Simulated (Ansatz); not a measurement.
The cluster Be₂I₅⁻. Total charge -1; singlet. Geometry r2SCAN-D4/def2-SVPD; atoms count from 1.

```csv
atom,x (Å),y (Å),z (Å)
Be1,1.852,0.519,-0.412
Be2,-1.793,-0.660,0.469
I3,0.550,-1.305,0.531
I4,-3.032,-1.543,2.186
I5,3.751,-0.175,-1.497
I6,-2.556,0.507,-1.328
I7,1.228,2.657,0.050
```

In the def2 sets I takes a core potential; there is no spin–orbit coupling. Another isomer (singlet) lies 0.24 eV lower at PBE0-D4/def2-TZVPD; other spin states weren't run for this one.

Estimate the Mulliken populations from the PBE0/def2-TZVPD orbitals of Ansatz.


```tsv
atom	charge (e)
Be1	0.07
Be2	0.07
I3	0.03
I4	-0.31
I5	-0.31
I6	-0.28
I7	-0.27
```
Mulliken values depend strongly on the basis. With diffuse functions, as here, like atoms can get unlike values, and bond orders can come out too low or too high.

And the Mayer bond orders between heavy atoms (over 0.3)?

Be1–I3 0.75 (2.43 Å); Be1–I5 1.04 (2.29 Å); Be1–I7 1.08 (2.27 Å); Be2–I3 0.76 (2.43 Å); Be2–I4 1.04 (2.29 Å); Be2–I6 1.08 (2.27 Å).
